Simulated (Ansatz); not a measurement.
Reaction (cleavage of the Ge–Ge bond): `[OH][GeH2][GeH2][F]` + H₂Te → `[OH][GeH2][TeH]` + `[F][GeH3]`

Program: Ansatz. Geometries: PBE0-D4/def2-TZVP. ΔE: electronic, gas phase. CCSD(T)/CBS adds triple-zeta CCSD(T) − MP2 to the extrapolated MP2 energy (def2 sets, frozen cores). Functionals use def2-TZVPP. B3LYP here is the variant with VWN-RPA as its local correlation; programs differ in this. Elements past krypton have def2 core potentials. For Ge, Te outer-core shells are correlated without core-valence functions, which leaves a few kJ/mol of doubt a bond. Scalar relativity is left out up to krypton. One conformer a species, not always the lowest.

(1) Is it downhill or uphill in electronic energy at CCSD(T)/CBS, and by how much? (Best estimate.)

(2) What do these levels give: PBE0-D4, B3LYP-D4, B2PLYP, r2SCAN, PBE0, HF/def2-TZVPP, SCS-MP2/def2-TZVPP, CCSD/def2-TZVPP, CCSD(T)/def2-TZVPP, HF/def2-QZVPP, SCS-MP2/def2-QZVPP, HF/CBS(def2)? (An estimate is asked.)

Largest T1 diagnostic among the species: 0.012.

## Answers

(1) Computed: Downhill: ΔE = -52.0 kJ/mol.

(2) The calculation gave: PBE0-D4 -48.8, B3LYP-D4 -46.6, B2PLYP -49.7, r2SCAN -49.6, PBE0 -48.2, HF/def2-TZVPP -55.4, SCS-MP2/def2-TZVPP -54.3, CCSD/def2-TZVPP -46.7, CCSD(T)/def2-TZVPP -47.7, HF/def2-QZVPP -55.7, SCS-MP2/def2-QZVPP -57.0, HF/CBS(def2) -55.7 kJ/mol.

From PBE to PBE0 (25 % exact exchange), in def2-TZVPP and without D4, ΔE moves by −3.7 kJ/mol.
